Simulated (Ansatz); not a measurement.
Ansatz (a quantum-chemistry and plane-wave program) input (B3LYP-D3(BJ)/def2-TZVP):

Ansatz 0.2 input:
```yaml
crystal:
  periodic: [false, false, false]
  atoms:
    - {symbol: La, position_ang: [0.01720727, 0.00423341, 0.02694509]}
    - {symbol: F, position_ang: [-1.71170664, -1.07684915, 0.07404136]}
    - {symbol: F, position_ang: [0.04307875, 1.89128215, -0.74799104]}
    - {symbol: F, position_ang: [1.73767418, -0.81601268, 0.75245470]}
basis:
  gaussian:
    orbitals: def2-TZVP
hamiltonian:
  xc: b3lyp
  dispersion: d3bj
magnetization: {spin_polarized: true, initial_magnetization: 2}
relax: {f_tol: 0.002, max_steps: 150}
```

End of the output:

```
relax step  17: F+E_penalty+E_count = -9015.10573615 eV  Δ(F+E_penalty+E_count) = -1.171e-6 eV  max|allowed force component| = 3.232e-4 eV/Å  Δτ_max = 0.0012 Å  (71 SCF iters, accepted)
integrals: 0.04 GiB planned
815 factors; their error is unknown
mean field: 0.53 GiB planned
mean field evaluation 256: about -9014.9809 eV, gradient 1.5e-1 eV
mean field evaluation 288: about -9014.3477 eV, gradient 8.8e0 eV
mean field -9015.02072333 eV, -331.2959009818 hartree, gradient 5.9e-6 eV, S^2 2.008719; 7 other end points of the search recorded, 0 dependent functions left out
the calculation of the forces begins
reference -9015.02101783 eV, -331.2959118044 hartree; 20, 18 occupied and 113, 115 virtual orbitals, 815 factors
Total energy: -9015.10603065 eV, -331.2990359682 hartree
Atom 0 at     0.023561     0.147129    -0.033482 Å, force     0.000246     0.000312    -0.000033 eV/Å
Atom 1 at    -1.647493    -1.285288     0.175562 Å, force    -0.000323    -0.000263     0.000023 eV/Å
Atom 2 at     0.055299     2.205896    -0.873452 Å, force     0.000001    -0.000007    -0.000013 eV/Å
Atom 3 at     1.654886    -1.065083     0.836822 Å, force     0.000077    -0.000042     0.000023 eV/Å
Dipole moment:     0.003125     0.230649    -0.094212 e Å
```

The spin state was set by rule; other spins were not relaxed.
